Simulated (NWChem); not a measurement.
Species: CF2, singlet; SMILES F[C]F

Program: NWChem. Low-valent species are run as closed-shell singlets; no triplet was tried in these runs. The geometry was optimised at PBE0/def2-SVP. B3LYP is NWChem's, with the RPA form of VWN correlation. Field at 589 nm.

For level B3LYP/def2-TZVPD:

isotropic polarisability (bohr³): 17.3

Task: What are these values for level B3LYP/def2-SVP?

Result: The isotropic polarisability (bohr³) comes out as 11.9.
